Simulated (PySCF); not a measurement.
InCl₂, SMILES [Cl][In+][Cl], charge +1. Geometry optimised at B3LYP-D3(BJ)/def2-TZVP. The spin state was assumed, not searched. The isomer is the one that the SMILES or the coordinates give; other isomers of the formula were not compared. The def2 effective core potentials stand for the cores of In; spin–orbit coupling is left out.

Method: PySCF with B3LYP-D3(BJ)/def2-TZVP.

Harmonic wavenumbers (cm⁻¹): 89, 89, 368, 484. Rotational constants (GHz): 1.441 (linear); symmetry number 2.

Question: Work out the zero-point energy and the ideal-gas rigid-rotor harmonic-oscillator thermochemistry at 298.15 K and 1 atm.

Answer: ZPE = ½ Σ hcν = ½ × 1029 cm⁻¹ = 1.47 kcal/mol. H − E(el) = 4.86 kcal/mol. Entropy in cal/(mol K): translation 41.56, rotation 17.24, vibration 9.17, total 67.97. G − E(el) = -15.41 kcal/mol. Cp = 13.69 cal/(mol K). Modes under 150 cm⁻¹ make the vibrational entropy uncertain.
